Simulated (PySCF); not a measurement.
# Excitation energy of Cd+ by level of theory

Cd+ [Kr] 4d10 5s1 (2S) → Cd+ [Kr] 4d9 5s1 5p1 (high-spin determinant), as a difference of total energies. Calculation: PySCF 2.14, in x2c-QZVPPall with one added diffuse shell each of s, p, d, f, g type (14s9p8d5f3g, 143 functions); scalar relativity by spin-free X2C-1e. Correlated levels: valence: [Kr] frozen; valence and next inner shell: [Ar] 3d10 frozen. The calculations carry no spin-orbit coupling.

```json
{"method": "UHF", "excitation energy (eV)": "12.248"}
{"method": "LDA", "excitation energy (eV)": "14.003"}
{"method": "PBE", "excitation energy (eV)": "13.736"}
{"method": "PBE0", "excitation energy (eV)": "13.587"}
{"method": "r2SCAN", "excitation energy (eV)": "13.534"}
{"method": "MP2 (valence)", "excitation energy (eV)": "14.032"}
{"method": "SCS-MP2 (valence)", "excitation energy (eV)": "13.972"}
{"method": "MP2 (valence and next inner shell)", "excitation energy (eV)": "13.900"}
{"method": "SCS-MP2 (valence and next inner shell)", "excitation energy (eV)": "13.786"}
```

Q: How much does correlation contribute at MP2 (valence and next inner shell)?

A: 13.900 − (12.248) = 1.652 eV, measured against UHF.

A first-order spin-orbit estimate (lowest level to lowest level, LS coupling) adds -0.165 eV.

The determinant of the upper state mixes LS terms, which raises its energy above the lowest term, most at the Hartree-Fock and MP2 levels.
